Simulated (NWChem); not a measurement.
System meant: C2H4N2Si; SMILES N#C/N=C\[SiH3]

NWChem input:

```
start job
memory heap 200 mb stack 900 mb global 1100 mb
geometry units angstroms noautoz
  N     -0.950558    -2.263485     0.000175
  C     -0.029733    -1.550582     0.000060
  N      1.096621    -0.838468     0.000108
  C      1.082993     0.445003    -0.000584
  Si    -0.466570     1.571893    -0.001890
  H      2.083443     0.909167    -0.000306
  H     -1.261367     1.282769     1.225783
  H      0.003331     2.985461    -0.008383
  H     -1.266887     1.272891    -1.223546
end
basis spherical
  * library def2-svp
end
dft
  xc pbe0
  iterations 4
  mulliken
end
task dft energy
```

End of the output:

```
    Atom       Charge   Shell Charges
 -----------   ------   -------------------------------------------------------
    1 N    7     7.09   1.98  0.86  0.59  2.06  1.54  0.05
    2 C    6     6.03   1.97  0.62  0.28  1.87  1.15  0.15
    3 N    7     7.04   1.97  0.78  0.45  2.19  1.58  0.07
    4 C    6     6.08   1.97  0.65  0.36  1.82  1.18  0.11
    5 Si  14    13.59   2.00  1.93  0.67  0.35  5.82  1.34  1.23  0.25
    6 H    1     0.97   0.64  0.26  0.07
    7 H    1     1.06   0.63  0.41  0.02
    8 H    1     1.08   0.64  0.42  0.02
    9 H    1     1.06   0.63  0.41  0.02

 center of mass
 --------------
 x =   0.01277480 y =  -0.14460008 z =  -0.00001180

 moments of inertia (a.u.)
 ------------------
         705.767748362059           0.000000000000          -0.000000000000
           0.000000000000         215.141328756469           0.000000000000
          -0.000000000000           0.000000000000         899.317421193891

     Multipole analysis of the density
     ---------------------------------

     L   x y z        total         alpha         beta         nuclear
     -   - - -        -----         -----         ----         -------
     0   0 0 0     -0.000000    -22.000000    -22.000000     44.000000

     1   1 0 0      0.552446      0.276223      0.276223      0.000000
     1   0 1 0      1.545419      0.772710      0.772710      0.000000
     1   0 0 1     -0.000091     -0.000045     -0.000045      0.000000

     2   2 0 0    -28.793876    -72.202128    -72.202128    115.610380
     2   1 1 0     -1.800642      0.442902      0.442902     -2.686445
     2   1 0 1      0.000553     -0.000021     -0.000021      0.000595
     2   0 2 0    -32.028706   -201.688850   -201.688850    371.348994
     2   0 1 1      0.000690     -0.000514     -0.000514      0.001717
     2   0 0 2    -27.416188    -19.064097    -19.064097     10.712006

 ------------------------------------------------------------------------
 dft energy failed                                                                                  0
 ------------------------------------------------------------------------
 ------------------------------------------------------------------------
  current input line :
    22: task dft energy
 ------------------------------------------------------------------------
 ------------------------------------------------------------------------
 This type of error is most commonly associated with calculations not reaching convergence criteria
 ------------------------------------------------------------------------
 For more information see the NWChem manual at https://nwchemgit.github.io

0:dft energy failed:Received an Error in Communication
```

Can this run be used? If not, why, and what is the fix?

The run did not converge; its last values are not results. Cause: the SCF was allowed too few iterations. This input runs:
```
start job
memory heap 200 mb stack 900 mb global 1100 mb
geometry units angstroms noautoz
  N     -0.950558    -2.263485     0.000175
  C     -0.029733    -1.550582     0.000060
  N      1.096621    -0.838468     0.000108
  C      1.082993     0.445003    -0.000584
  Si    -0.466570     1.571893    -0.001890
  H      2.083443     0.909167    -0.000306
  H     -1.261367     1.282769     1.225783
  H      0.003331     2.985461    -0.008383
  H     -1.266887     1.272891    -1.223546
end
basis spherical
  N library def2-svp
  C library def2-svp
  Si library def2-svp
  H library def2-svp
end
dft
  xc pbe0
  iterations 150
  mulliken
end
task dft energy
```
It converges to -476.97072 Ha (PBE0/def2-SVP).
